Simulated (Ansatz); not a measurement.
Input (CCSDT(Q)/cc-pV(D+d)Z; Ansatz, an electronic-structure program): A basis named .json is the Basis Set Exchange file of that set.

Ansatz 0.2 input:
```yaml
crystal:
  periodic: [false, false, false]
  atoms:
    - {symbol: C, position_ang: [-2.31932244, -0.21804869, 0.30393304]}
    - {symbol: C, position_ang: [-1.19555008, -0.44228785, -0.04871309]}
    - {symbol: C, position_ang: [0.16830182, -0.69594802, -0.46518924]}
    - {symbol: S, position_ang: [1.26592934, 0.64918148, 0.16417879]}
    - {symbol: H, position_ang: [-3.31616309, -0.02282443, 0.61445197]}
    - {symbol: H, position_ang: [0.23031739, -0.72584087, -1.55310594]}
    - {symbol: H, position_ang: [0.51198757, -1.65086868, -0.06730876]}
    - {symbol: H, position_ang: [2.39841287, 0.15033759, -0.36108221]}
basis:
  gaussian:
    orbitals: cc-pV_D+d_Z.json
magnetization: {spin_polarized: false}
correlation: {method: ccsdt_q, electrons: outside_noble_gas}
```

Output:

```
Functional definition: HF
integrals: 0.12 GiB planned
1602 factors; integrals over basis functions are off by at most 1.7e-7 eV
mean field: 0.35 GiB planned
mean field evaluation 1: about -13968.2361 eV, gradient 2.4e1 eV
mean field evaluation 2: about -13968.4165 eV, gradient 2.4e1 eV
mean field evaluation 4: about -13970.3223 eV, gradient 2.9e0 eV
mean field evaluation 8: about -13970.3535 eV, gradient 2.3e-4 eV
mean field evaluation 16: about -13970.1606 eV, gradient 2.8e0 eV
mean field -13970.35355019 eV, -513.4010235238 hartree, gradient 1.5e-6 eV, S^2 0.000000; 0 other end points of the search recorded, 0 dependent functions left out
8 core orbitals not correlated
reference -13970.35355019 eV, -513.4010235238 hartree; 11, 11 occupied and 66, 66 virtual orbitals, 1602 factors
second order -14.29512490 eV of doubles, -0.00000000 eV of singles
coupled cluster: 2.94 GiB planned
cycle   1  -14.85379093 eV  change   -5.6e-1 eV  update   1.1e-1
cycle   2  -15.64714727 eV  change   -7.9e-1 eV  update   4.9e-2
cycle   3  -16.02441686 eV  change   -3.8e-1 eV  update   2.1e-2
cycle   4  -15.99772583 eV  change    2.7e-2 eV  update   6.4e-3
cycle   5  -15.99365010 eV  change    4.1e-3 eV  update   3.5e-3
cycle   6  -16.00024900 eV  change   -6.6e-3 eV  update   1.3e-3
cycle   7  -16.00177941 eV  change   -1.5e-3 eV  update   5.7e-4
cycle   8  -16.00126735 eV  change    5.1e-4 eV  update   1.9e-4
cycle   9  -16.00120212 eV  change    6.5e-5 eV  update   7.4e-5
cycle  10  -16.00131146 eV  change   -1.1e-4 eV  update   2.6e-5
cycle  11  -16.00123908 eV  change    7.2e-5 eV  update   1.1e-5
cycle  12  -16.00124613 eV  change   -7.0e-6 eV  update   4.3e-6
cycle  13  -16.00125051 eV  change   -4.4e-6 eV  update   1.8e-6
cycle  14  -16.00125115 eV  change   -6.4e-7 eV  update   7.8e-7
perturbative correction -0.04815742 eV, -0.0017697524 hartree
Total energy: -13986.40295876 eV, -513.9908284100 hartree
```
